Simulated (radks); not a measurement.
Values are calculated unless marked as measured or tabulated.
Spherical quantum dot in the effective-mass picture: electrons in a hard-walled sphere of radius 1.47, all in effective atomic units (hartree* = m*/eps^2 hartree, bohr* = eps/m* bohr), one dielectric constant everywhere. Level of theory: non-relativistic Kohn-Sham, PBE, spin-polarised, spherical densities (a radial shooting solver with Libxc functionals). Levels are named by radial order and angular momentum (1s, 1p, 1d, 2s, ...), and open shells are averaged over m. Results are scaled to m* = 0.559 and eps = 14.5, for which hartree* = 72.35 meV and bohr* = 1.373 nm. Each electron was tried in the lowest free levels, single moves between levels near the top were tried too, and the lowest total energy was kept; such a search can miss a lower state. At N = 1 the Hartree and exchange-correlation terms need not cancel, so that row can carry a self-interaction error.

N,open shells,2S,E (meV),addition energy mu(N+1) - mu(N) (meV),e(HOMO) (meV),rms radius (nm)
1,"1s(up 1, down 0)",1,166.138,83.41,197.34,1.075
2,none,0,415.682,225.0,280.73,1.097
3,"1p(up 1, down 0)",1,890.195,62.97,505.38,1.161
4,"1p(up 2, down 0)",2,1427.67,65.23,569.90,1.194
5,"1p(up 3, down 0)",3,2030.39,86.59,635.65,1.217
6,"1p(up 3, down 1)",2,2719.70,61.76,719.63,1.234
7,"1p(up 3, down 2)",1,3470.76,63.89,782.81,1.248
8,none,0,4285.72,260.3,847.24,1.259
9,"1d(up 1, down 0)",1,5360.94,61.35,1105.8,1.277
10,"1d(up 2, down 0)",2,6497.52,61.88,1167.5,1.292
11,"1d(up 3, down 0)",3,7695.98,62.20,1229.5,1.305
12,"1d(up 4, down 0)",4,8956.63,62.39,1291.8,1.316
13,"1d(up 5, down 0)",5,10279.7,81.43,1354.3,1.325
14,"1d(up 5, down 1)",4,11684.2,60.54,1434.6,1.334
15,"1d(up 5, down 2)",3,13149.2,61.08,1495.5,1.341
16,"1d(up 5, down 3)",2,14675.3,61.41,1556.8,1.348
17,"1d(up 5, down 4)",1,16262.8,61.62,1618.3,1.355
18,none,0,17911.9,263.1,1680.0,1.361
19,"2s(up 1, down 0)",1,19824.1,94.35,1950.4,1.354
20,none,0,21830.7,63.18,2044.2,1.348
21,"2s(up 1, down 0) 1f(up 2, down 0)",3,23900.5,58.38,2098.1,1.369
22,"2s(up 1, down 0) 1f(up 3, down 0)",4,26028.7,60.12,2158.2,1.376
23,"2s(up 1, down 0) 1f(up 4, down 0)",5,28217.0,60.19,2218.4,1.382
24,"2s(up 1, down 0) 1f(up 5, down 0)",6,30465.5,60.24,2278.6,1.388
25,"2s(up 1, down 0) 1f(up 6, down 0)",7,32774.2,60.27,2338.8,1.393
26,"2s(up 1, down 0) 1f(up 7, down 0)",8,35143.1,78.48,2399.1,1.398
27,"2s(up 1, down 0) 1f(up 7, down 1)",7,37590.6,59.25,2477.1,1.403
28,"2s(up 1, down 0) 1f(up 7, down 2)",6,40097.3,59.41,2536.4,1.408
29,"2s(up 1, down 0) 1f(up 7, down 3)",5,42663.4,59.53,2595.9,1.412
30,"2s(up 1, down 0) 1f(up 7, down 4)",4,45289.1,57.33,2656.3,1.416
31,"1f(up 7, down 6)",1,47972.1,57.49,2710.6,1.429
32,none,0,50712.5,71.00,2770.4,1.432
33,"2s(up 1, down 0)",1,53524.0,94.63,2849.0,1.427
34,none,0,56430.1,290.7,2943.3,1.422
35,"1g(up 1, down 0)",1,59626.9,58.60,3226.1,1.426
36,"1g(up 2, down 0)",2,62882.2,58.65,3284.7,1.430
37,"1g(up 3, down 0)",3,66196.3,58.69,3343.4,1.434
38,"1g(up 4, down 0)",4,69569.0,58.72,3402.1,1.438
39,"1g(up 5, down 0)",5,73000.4,58.75,3460.8,1.442
40,"1g(up 6, down 0)",6,76490.6,58.77,3519.6,1.445
41,"1g(up 7, down 0)",7,80039.6,58.78,3578.3,1.449
42,"1g(up 8, down 0)",8,83647.3,58.79,3637.1,1.452
43,"1g(up 9, down 0)",9,87313.8,75.10,3695.9,1.455
44,"1g(up 9, down 1)",8,91055.4,-,3770.7,1.458

All shells are closed at N = 2, 8, 18, 20, 32, 34 (there: 1s2 1p6 1d10 2s2 1f14); the second difference of the energy has clear peaks (12 % above both neighbours; the first and last values, which can be the largest, are not judged, and half-filled shells can peak too) at N = 2, 5, 8, 13, 18, 26, 34.
